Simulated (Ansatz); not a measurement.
Correlation energies of F4Sn (`[F][Sn]([F])([F])[F]`) by basis set

Z-matrix (Å, degrees):
```
Sn
F 1 1.876
F 1 1.876 2 109.5
F 1 1.876 2 109.5 3 -120.0
F 1 1.876 2 109.5 3 120.0
```

The species carries charge 0 and has multiplicity 1. Correlated methods include outer-core shells of Sn, which these sets cover unevenly. Sn: def2 effective core potential. The structure was optimised at the PBE0-D4/def2-TZVP level. Frozen core, restricted reference, the Gaussian-basis code of Ansatz.

| basis | HF (Eh) | MP2 corr. |
| --- | --- | --- |
| def2-SVP | -610.85772 | -0.85857 |
| def2-TZVPP | -611.40365 | -1.31283 |
| def2-QZVPP | -611.42893 | -1.62559 |

Problem. Estimate the CCSD correlation energy and the (T) correction in each basis where they were run (hartree).

Solution. 
| basis | CCSD corr. | (T) |
| --- | --- | --- |
| def2-SVP | -0.86041 | -0.01421 |
| def2-TZVPP | -1.29857 | -0.03862 |
